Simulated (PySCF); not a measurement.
## Name the molecule from its bond curve

A diatomic of charge 0 contains Ca. Its quartet curve at r²SCAN in a triple-zeta basis (no relativity, PySCF), in eV from the separated fragments:

(R (Å), E (eV)): (1.946, -0.886), (2.037, -1.218), (2.127, -1.397), (2.195, -1.458), (2.263, -1.472), (2.331, -1.450), (2.421, -1.384), (2.535, -1.263), (2.670, -1.097), (2.851, -0.879)

The fit gives ωe = 456 cm⁻¹ and the rotational constant Bₑ = 0.3204 cm⁻¹.

Which atom is the partner?

The minimum lies at 2.253 Å, so the reduced mass is 16.8576 u Å² cm⁻¹/(Bₑ·Re²) = 10.37 u. With Ca at 39.96 u the partner weighs about 14.0 u: N. The molecule is CaN.

The state is the lowest determinant that a PBE0 search found; another state may lie lower at other levels.
